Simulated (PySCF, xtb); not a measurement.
Cl₂H₂MoN₂, SMILES [NH]=[Mo](=[NH])([Cl])[Cl], multiplicity 1.

Harmonic wavenumbers (cm⁻¹) from xtb 6.7.1 with GFN2-xTB at its own minimum, in rising order: 110, 158, 160, 180, 244, 326, 328, 533, 626, 664, 672, 957, 1018, 3431, 3435.

What does PBE0-D3(BJ)/def2-SVP run with PySCF 2.14.0 give at its own minimum? (The exact figures need the calculation; the answer reports its results.)

108, 174, 209, 216, 306, 381, 399, 422, 637, 653, 751, 1020, 1058, 3618, 3622. Paired by order, the mean absolute difference is 65 cm⁻¹ and the zero-point energies are 18.4 and 19.4 kcal/mol.
